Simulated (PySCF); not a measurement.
PySCF input (M06-2X/def2-TZVPD):

```python
from pyscf import gto, scf, dft

mol = gto.M(
    atom='''
    In    0.00000000   -0.00000000    0.00000000
    F    -1.65023762   -1.00267583    0.05747087
    F     0.02001512    1.78584197   -0.73641957
    F     1.63022250   -0.78316614    0.67894870
    ''',
    basis='def2-tzvpd',
    ecp='def2-tzvp',
    charge=0,
    spin=0,
    verbose=4,
)

mf = dft.RKS(mol, xc='m062x').density_fit(auxbasis='def2-universal-jkfit')
mf.grids.level = 4
mf.conv_tol = 1e-9
mf.max_cycle = 100
mf.max_memory = 1500
mf.kernel()
if not mf.converged:
    mf = mf.newton()
    mf.kernel(mf.make_rdm1())
mf.analyze()
```

End of the output:

```
Extra cycle  E= -489.711749539805  delta_E= 8.79e-11  |g|= 3.54e-05  |ddm|= 2.92e-05
converged SCF energy = -489.711749539805
**** SCF Summaries ****
Total Energy =                        -489.711749539805282
Nuclear Repulsion Energy =             193.746887481409431
One-electron Energy =                -1140.014200141670699
Two-electron Energy =                  456.555563120455986
Two-electron Coulomb Energy =          504.654458620902290
DFT Exchange-Correlation Energy =      -48.098895500446311
HOMO-LUMO gap [eV] =                    10.451981933422024
**** MO energy ****
MO #1   energy= -25.2252219473682  occ= 2
MO #2   energy= -25.225219101829   occ= 2
MO #3   energy= -25.2251602320158  occ= 2
MO #4   energy= -4.95798543519085  occ= 2
MO #5   energy= -3.34524244950663  occ= 2
MO #6   energy= -3.33052187557874  occ= 2
MO #7   energy= -3.33052167585488  occ= 2
MO #8   energy= -1.29409819770881  occ= 2
MO #9   energy= -1.29001208632599  occ= 2
MO #10  energy= -1.28999870242065  occ= 2
MO #11  energy= -0.959775982586029 occ= 2
MO #12  energy= -0.95964827014132  occ= 2
MO #13  energy= -0.95964804419224  occ= 2
MO #14  energy= -0.945675575891456 occ= 2
MO #15  energy= -0.945674586331957 occ= 2
MO #16  energy= -0.577953703149763 occ= 2
MO #17  energy= -0.525641824753538 occ= 2
MO #18  energy= -0.525634235379004 occ= 2
MO #19  energy= -0.514092730902033 occ= 2
MO #20  energy= -0.499317098569806 occ= 2
MO #21  energy= -0.497878220923326 occ= 2
MO #22  energy= -0.497858939583093 occ= 2
MO #23  energy= -0.486943685898279 occ= 2
MO #24  energy= -0.486935500338967 occ= 2
MO #25  energy= -0.102832245703574 occ= 0
MO #26  energy= -0.0480214575933395 occ= 0
MO #27  energy= 0.0194766289188055 occ= 0
MO #28  energy= 0.0194775266112471 occ= 0
MO #29  energy= 0.0216844512957745 occ= 0
MO #30  energy= 0.0539206781196247 occ= 0
MO #31  energy= 0.0539213216291794 occ= 0
MO #32  energy= 0.0539347202862984 occ= 0
MO #33  energy= 0.0628523178334867 occ= 0
MO #34  energy= 0.0628549205438744 occ= 0
MO #35  energy= 0.0628815708913772 occ= 0
MO #36  energy= 0.127002846087055  occ= 0
MO #37  energy= 0.127004116391808  occ= 0
MO #38  energy= 0.13679422149305   occ= 0
MO #39  energy= 0.170857199373698  occ= 0
MO #40  energy= 0.170857428595761  occ= 0
MO #41  energy= 0.172924947469394  occ= 0
MO #42  energy= 0.176889776079534  occ= 0
MO #43  energy= 0.183147565182859  occ= 0
MO #44  energy= 0.18314919625307   occ= 0
MO #45  energy= 0.229059944258792  occ= 0
MO #46  energy= 0.22906555652994   occ= 0
MO #47  energy= 0.249579333301552  occ= 0
MO #48  energy= 0.249579959644671  occ= 0
MO #49  energy= 0.254288376754162  occ= 0
MO #50  energy= 0.265095123563795  occ= 0
MO #51  energy= 0.323574991466271  occ= 0
MO #52  energy= 0.323577226673225  occ= 0
MO #53  energy= 0.383277038589309  occ= 0
MO #54  energy= 0.383280112034461  occ= 0
MO #55  energy= 0.407918624938779  occ= 0
MO #56  energy= 0.481805444377091  occ= 0
MO #57  energy= 0.533857161145298  occ= 0
MO #58  energy= 0.533863401467953  occ= 0
MO #59  energy= 0.548046082961659  occ= 0
MO #60  energy= 0.582942702953183  occ= 0
MO #61  energy= 0.582944533717913  occ= 0
MO #62  energy= 0.589073880410985  occ= 0
MO #63  energy= 0.606372091430124  occ= 0
MO #64  energy= 0.606375174515082  occ= 0
MO #65  energy= 0.67275656427934   occ= 0
MO #66  energy= 0.691682000536578  occ= 0
MO #67  energy= 0.691686981652943  occ= 0
MO #68  energy= 0.693513997239295  occ= 0
MO #69  energy= 0.712748313299481  occ= 0
MO #70  energy= 0.712752207590538  occ= 0
MO #71  energy= 0.758566204629007  occ= 0
MO #72  energy= 0.768111620587687  occ= 0
MO #73  energy= 0.778479613363808  occ= 0
MO #74  energy= 0.778481447267319  occ= 0
MO #75  energy= 0.782659881027061  occ= 0
MO #76  energy= 0.827081885976999  occ= 0
MO #77  energy= 0.827088741570321  occ= 0
MO #78  energy= 0.887127740549734  occ= 0
MO #79  energy= 0.907403557410088  occ= 0
MO #80  energy= 0.907406256244175  occ= 0
MO #81  energy= 0.912390203720818  occ= 0
MO #82  energy= 0.912394518955171  occ= 0
MO #83  energy= 1.0502362864127    occ= 0
MO #84  energy= 1.05024850248016   occ= 0
MO #85  energy= 1.06134699139907   occ= 0
MO #86  energy= 1.12139750347134   occ= 0
MO #87  energy= 1.12141260296765   occ= 0
MO #88  energy= 1.1223040892056    occ= 0
MO #89  energy= 1.13694291794338   occ= 0
MO #90  energy= 1.20913496142381   occ= 0
MO #91  energy= 1.20914128609999   occ= 0
MO #92  energy= 1.22365465660178   occ= 0
MO #93  energy= 1.25823255754663   occ= 0
MO #94  energy= 1.25824040072434   occ= 0
MO #95  energy= 1.35974871441202   occ= 0
MO #96  energy= 1.49676315867373   occ= 0
MO #97  energy= 1.49677579951636   occ= 0
MO #98  energy= 2.15122598307951   occ= 0
MO #99  energy= 2.19544271996702   occ= 0
MO #100 energy= 2.19544618887382   occ= 0
MO #101 energy= 2.24508704402246   occ= 0
MO #102 energy= 2.26180427712255   occ= 0
MO #103 energy= 2.26182063828932   occ= 0
MO #104 energy= 2.31665378318317   occ= 0
MO #105 energy= 2.34247394933501   occ= 0
MO #106 energy= 2.34876067609142   occ= 0
MO #107 energy= 2.34942235805958   occ= 0
[...]
```
